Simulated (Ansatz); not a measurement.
A run for Ansatz (an electronic-structure program): SC-NEVPT2 on SA-CASSCF(3,3)/cc-pVDZ on C2H3 (SMILES [C]C), 2S+1 = 4, a spin state set in the input, which need not be the lowest.

Ansatz 0.2 input:
```yaml
crystal:
  periodic: [false, false, false]
  atoms:
    - {symbol: C, position_ang: [0.92724995, 0.09824801, 0.27194839]}
    - {symbol: C, position_ang: [-0.49732379, -0.05269461, -0.14585755]}
    - {symbol: H, position_ang: [-0.59593113, -0.86701936, -0.87174427]}
    - {symbol: H, position_ang: [-0.85794662, 0.87307339, -0.60701319]}
    - {symbol: H, position_ang: [-1.12567923, -0.27937445, 0.72221239]}
basis:
  gaussian:
    orbitals: cc-pVDZ
magnetization: {spin_polarized: false, initial_magnetization: 3}
correlation: {method: sc_nevpt2, electrons: outside_noble_gas, active_space: {window: {electrons: 3, orbitals: 3}, states: [{multiplicity: 2, weights: [1]}, {multiplicity: 4, weights: [1]}]}}
output: {orbitals: {seedname: ./end}}
```

It printed:

```
WARN ansatz: RAYON_NUM_THREADS=1 ignored (pool sized by the plan → 1); use --threads N
Functional definition: HF
integrals: 0.01 GiB planned
824 factors; integrals over basis functions are off by at most 1.6e-7 eV
mean field: 0.09 GiB planned
mean field evaluation 1: about -2101.8880 eV, gradient 1.5e1 eV
mean field evaluation 2: about -2101.8889 eV, gradient 1.5e1 eV
mean field evaluation 4: about -2103.9628 eV, gradient 1.8e0 eV
mean field evaluation 8: about -2104.0121 eV, gradient 2.9e-4 eV
mean field -2104.01207695 eV, -77.3210176771 hartree, gradient 1.1e-6 eV, S^2 3.750000; 0 other end points of the search recorded, 0 dependent functions left out
reference -2104.01207695 eV, -77.3210176771 hartree; 9, 6 occupied and 34, 37 virtual orbitals, 824 factors
configuration interaction: 0.10 GiB planned
configuration interaction: 0.00 GiB planned
state -2104.45587359 eV, -77.3373269029 hartree
state -2104.45587359 eV, -77.3373269029 hartree; corrected -2110.39108189 eV, -77.5554417848 hartree
configuration interaction: 0.00 GiB planned
configuration interaction: 0.00 GiB planned
state -2103.92514613 eV, -77.3178230284 hartree
state -2103.92514613 eV, -77.3178230284 hartree; corrected -2109.41459213 eV, -77.5195564482 hartree
Total energy: -2109.90283701 eV, -77.5374991165 hartree
```

The calculation finished and met its thresholds. The last total energy is the mean of the averaged states.

Cost: about 0.9 core-seconds (a rough figure).
